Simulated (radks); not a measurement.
Ca8+, configuration [Ne] 3s2.

All-electron calculation, Dirac Kohn-Sham, PBE, spin-unpolarised, spherical densities, point nucleus. Program: a radial shooting solver on a logarithmic mesh with Libxc functionals.

Energy parts (eV):
| part | energy |
|---|---|
| total | -17909.583 |
| kinetic | 18060.697 |
| electron-nucleus | -40528.308 |
| Hartree | 5414.412 |
| exchange-correlation | -856.384 |

Orbitals (lengths in bohr, moments of r in powers of bohr; r(max) is where P^2 peaks):
| orbital | occ. | eigenvalue (eV) | r(max) |
|---|---|---|---|
| 1s1/2 | 2 | -4122.276 | 0.05027 |
| 2s1/2 | 2 | -576.5810 | 0.2986 |
| 2p1/2 | 2 | -500.8432 | 0.2435 |
| 2p3/2 | 4 | -497.0648 | 0.2455 |
| 3s1/2 | 2 | -178.7048 | 0.9151 |

The highest occupied level is 3s1/2 at -178.70 eV. Summed over all electrons, <r^2> = 3.367 bohr^2, which gives a Langevin (diamagnetic) susceptibility term of -2.67 x 10^-6 cm^3/mol.
